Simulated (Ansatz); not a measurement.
Cost and result for the atomization energy of C2H10AlBSi, SMILES `C[SiH2][B](C)[AlH2]` (15 atoms, 14 bonds).

```xyz
15

C     2.295    0.223    0.570
Si    0.519    0.658    1.008
B    -0.896   -0.107   -0.220
C    -2.288    0.600   -0.221
Al   -0.317   -1.750   -1.429
H     2.997    0.649    1.290
H     2.560    0.604   -0.420
H     2.443   -0.861    0.566
H     0.389    2.143    1.134
H     0.198    0.086    2.355
H    -2.533    1.174    0.678
H    -3.149   -0.003   -0.517
H    -2.159    1.352   -1.022
H     0.260   -1.524   -2.901
H    -0.321   -3.245   -0.871
```

Total charge 0; spin multiplicity 1. Geometry: relaxed with PBE0-D4/def2-TZVP. It is one conformer, not always the lowest. Program: Ansatz. All runs use 4 threads of an Arm Neoverse V1 on a shared host. Times are those of one run each, without the atoms' runs, and a repeat can differ threefold. Electronic energies, without spin–orbit coupling; frozen cores. CCSD(T)/CBS adds CCSD(T) − MP2 in def2-TZVPP to the MP2 limit, and its time is that of the two runs behind it. T1 = 0.012. B3LYP takes the VWN-RPA correlation (the form of Gaussian; ORCA's B3LYP/G).

CCSD(T)/CBS is a level of theory with its own doubt, some kJ/mol a heavy atom from the limit and from the frozen cores, so smaller differences don't rank the functionals.

```json
{"level": "PBE-D4/def2-TZVPP (with forces)", "functions": "317", "wall time": "4 s", "atomization (kJ/mol)": "5021.6", "difference from CCSD(T)/CBS": "33.1", "per bond": "2.4"}
{"level": "PBE0-D4/def2-TZVPP", "functions": "317", "wall time": "4.5 s", "atomization (kJ/mol)": "4997.1", "difference from CCSD(T)/CBS": "8.6", "per bond": "0.6"}
{"level": "r2SCAN-D4/def2-TZVPP (with forces)", "functions": "317", "wall time": "8 s", "atomization (kJ/mol)": "5019.7", "difference from CCSD(T)/CBS": "31.2", "per bond": "2.2"}
{"level": "B3LYP-D4/def2-TZVPP (with forces)", "functions": "317", "wall time": "8 s", "atomization (kJ/mol)": "5005.2", "difference from CCSD(T)/CBS": "16.7", "per bond": "1.2"}
{"level": "B2PLYP/def2-TZVPP", "functions": "317", "wall time": "9 s", "atomization (kJ/mol)": "4937.0", "difference from CCSD(T)/CBS": "-51.5", "per bond": "-3.7"}
{"level": "ωB97X-V/def2-TZVPP", "functions": "317", "wall time": "13 s", "atomization (kJ/mol)": "5021.0", "difference from CCSD(T)/CBS": "32.5", "per bond": "2.3"}
{"level": "ωB97M-V/def2-TZVPP (with forces)", "functions": "317", "wall time": "18 s", "atomization (kJ/mol)": "5007.3", "difference from CCSD(T)/CBS": "18.8", "per bond": "1.3"}
{"level": "MP2/def2-QZVPP", "functions": "611", "wall time": "41 s", "atomization (kJ/mol)": "4947.3", "difference from CCSD(T)/CBS": "-41.2", "per bond": "-2.9"}
{"level": "CCSD(T)/def2-TZVPP", "functions": "317", "wall time": "18 min", "atomization (kJ/mol)": "4881.3", "difference from CCSD(T)/CBS": "-107.2", "per bond": "-7.7"}
{"level": "CCSD(T)/CBS(def2)", "functions": "–", "wall time": "19 min", "atomization (kJ/mol)": "4988.5", "difference from CCSD(T)/CBS": "0.0", "per bond": "0.0"}
```

From PBE to PBE0 (25 % exact exchange), in def2-TZVPP and without D4, the atomization energy moves by −20.2 kJ/mol: exact exchange takes away binding that semilocal exchange gives to molecules. The D4 term adds +49.8 kJ/mol with B3LYP and +26.6 kJ/mol with PBE0; it sums over pairs of atoms, weighted by their polarisabilities, and B3LYP, whose exchange is more repulsive, gets the larger term. In def2-TZVPP, CCSD(T) changes the Hartree–Fock value by +1028.6 kJ/mol (the triples alone add +47.8 kJ/mol) and MP2 by +1031.4 kJ/mol; breaking electron pairs costs correlation energy, which Hartree–Fock lacks.
